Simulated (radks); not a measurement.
All-electron atom: neutral germanium in [Ar] 3d10 4s2 4p1 6d1 (not the ground configuration).

All-electron calculation, scalar-relativistic Kohn-Sham, PBEsol, spin-polarised, spherical densities, finite nucleus; open shells are filled with parallel spins first; Fermi nuclear charge, rms radius 4.0742 fm. Program: a radial shooting solver on a logarithmic mesh with Libxc functionals.

Energy parts (eV):
part                       energy
total                  -57063.517
kinetic                 58091.281
electron-nucleus      -137345.228
Hartree                 24306.079
exchange-correlation    -2115.649

Orbitals (lengths in bohr, moments of r in powers of bohr):
orbital  occ.  eigenvalue (eV)      <r>     <r^2>
1s up       1        -10959.60  0.04703  0.002976
1s down     1        -10959.56  0.04703  0.002976
2s up       1        -1378.258   0.2102   0.05211
2s down     1        -1378.245   0.2102   0.05210
2p up       3        -1205.733   0.1838   0.04139
2p down     3        -1205.704   0.1838   0.04140
3s up       1        -175.7575   0.6248    0.4504
3s down     1        -175.7187   0.6247    0.4502
3p up       3        -123.0746   0.6475    0.4938
3p down     3        -123.0269   0.6473    0.4933
3d up       5         -36.9678   0.7367    0.6966
3d down     5         -36.8660   0.7336    0.6889
4s up       1         -18.9535    2.034     4.734
4s down     1         -17.9656    2.023     4.694
4p up       1         -10.3603    2.537     7.456
6d up       1          -0.4840    26.41     777.9

The highest occupied level is 6d up at -0.484 eV. Summed over all electrons, <r^2> = 806.0 bohr^2, which gives a Langevin (diamagnetic) susceptibility term of -638 x 10^-6 cm^3/mol. Spin moment in Bohr magnetons: 2. The electron density at the nucleus is 3.203e+04 e/bohr^3 (large components only).

Empty levels of this run are not shown, since the potential may be unsettled where no density lies.
